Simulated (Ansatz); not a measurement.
(CuCl)2 ring (Cu2Cl2). Total charge 0; singlet. Geometry r2SCAN-D4/def2-SVP, basis def2-TZVP, Ansatz.

| run | HOMO (eV) | LUMO (eV) |
| --- | --- | --- |
| A | -5.84 | -3.21 |
| B | -7.17 | -1.94 |
| C | -6.26 | -2.25 |
| D | -9.59 | -0.31 |
| E | -5.59 | -2.61 |
| F | -9.77 | 0.17 |

LC-ωPBE has ω = 0.4 bohr⁻¹.

Question: The runs used LC-ωPBE, LDA (SPW92), PBE0, r2SCAN, r2SCANh, ωB97M-V. Estimate which is which.

Answer: A LDA (SPW92) (0 % exact exchange); B PBE0 (25 % exact exchange); C r2SCANh (10 % exact exchange); D ωB97M-V (range-separated); E r2SCAN (0 % exact exchange); F LC-ωPBE (range-separated). Exact exchange lowers occupied and raises empty levels; among semilocal functionals meta-GGAs tend to open the gap a little, and such runs are hard to tell apart. The gap grows from 2.63 eV (LDA (SPW92)) to 9.94 eV (LC-ωPBE).
